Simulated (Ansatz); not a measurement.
Input for Ansatz (a first-principles code): R-CCSD(T)/def2-TZVPP on CdH+, 2S+1 = 1, a spin state set in the input, which need not be the lowest, a point of a bond scan (R = 1.663 Å). Charge +1. Elements past Kr take the def2 small-core potentials; no spin–orbit coupling.

Ansatz 0.2 input:
```yaml
crystal:
  periodic: [false, false, false]
  atoms:
    - {symbol: Cd, position_ang: [0.00000000, 0.00000000, 0.00000000]}
    - {symbol: H, position_ang: [0.00000000, 0.00000000, 1.66275200]}
basis:
  gaussian:
    orbitals: def2-TZVPP
total_charge: 1
magnetization: {spin_polarized: false}
correlation: {method: ccsd_t, electrons: valence}
output: {orbitals: {seedname: ./end}}
```

The log:

```
WARN ansatz: RAYON_NUM_THREADS=2 ignored (pool sized by the plan → 2); use --threads N
Functional definition: HF
integrals: 0.04 GiB planned
470 factors; integrals over basis functions are off by at most 9.9e-4 eV
mean field: 0.11 GiB planned
mean field evaluation 1: about -4547.8055 eV, gradient 1.8e1 eV
mean field evaluation 2: about -4547.8054 eV, gradient 1.8e1 eV
mean field evaluation 4: about -4548.3356 eV, gradient 1.4e0 eV
mean field evaluation 8: about -4548.3449 eV, gradient 4.5e-5 eV
mean field evaluation 16: about -4548.3441 eV, gradient 4.1e-1 eV
mean field -4548.34492452 eV, -167.1485929970 hartree, gradient 1.4e-6 eV, S^2 0.000000; 0 other end points of the search recorded, 0 dependent functions left out
reference -4548.34492452 eV, -167.1485929970 hartree; 10, 10 occupied and 60, 60 virtual orbitals, 470 factors
second order -18.76255226 eV of doubles, -0.00000000 eV of singles
coupled cluster: 0.14 GiB planned
cycle   1  -17.73989004 eV  change     1.0e0 eV  update   9.7e-2
cycle   2  -18.18100098 eV  change   -4.4e-1 eV  update   3.0e-2
cycle   3  -18.26394711 eV  change   -8.3e-2 eV  update   2.4e-2
cycle   4  -18.19873149 eV  change    6.5e-2 eV  update   7.6e-3
cycle   5  -18.20086513 eV  change   -2.1e-3 eV  update   2.9e-3
cycle   6  -18.20550047 eV  change   -4.6e-3 eV  update   6.2e-4
cycle   7  -18.20518038 eV  change    3.2e-4 eV  update   2.6e-4
cycle   8  -18.20502478 eV  change    1.6e-4 eV  update   8.3e-5
cycle   9  -18.20510832 eV  change   -8.4e-5 eV  update   2.5e-5
cycle  10  -18.20507777 eV  change    3.1e-5 eV  update   7.4e-6
cycle  11  -18.20508903 eV  change   -1.1e-5 eV  update   1.8e-6
perturbative correction -0.48581065 eV, -0.0178532120 hartree
Total energy: -4567.03582420 eV, -167.8354708912 hartree
```

Self-consistency was reached.

Cost: roughly 2.4 core-seconds.
